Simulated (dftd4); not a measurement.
C3 (SMILES [C]=C=[C]), singlet, at a GFN2-xTB geometry; D4 for tpss in dftd4.

The dftd4 input:
```
$ dftd4 mol.xyz --func tpss --charge 0 --json dftd4.json --noedisp

# file mol.xyz
3

C     -1.28632769     0.05918624     0.01517944
C      0.00059880     0.00960336     0.00809238
C      1.28572888    -0.06878959    -0.02327182
```

Write the output that dftd4 gives for this input, abridged.


```
                    ____  _____ _____     ____  _  _
      -------------|  _ \|  ___|_   _|---|  _ \| || |------------
     |             | | | | |_    | | ___ | | | | || |_           |
     |             | |_| |  _|   | ||___|| |_| |__   _|          |
     |             |____/|_|     |_|     |____/   |_|            |
     |             ===================================           |
     |            E. Caldeweyher, S. Ehlert & S. Grimme          |
     |          Mulliken Center for Theoretical Chemistry        |
     |                    University of Bonn                     |
      -----------------------------------------------------------

Rational (Becke-Johnson) damping: tpss-D4-ATM
---------------------
  s6         1.0000
  s8         1.7660
  s9         1.0000
  a1         0.4282
  a2         4.5426
 alp        16.0000
--------------------

Dispersion energy:      -2.1057711253321E-03 Eh

[Info] JSON dump of results written to 'dftd4.json'
```
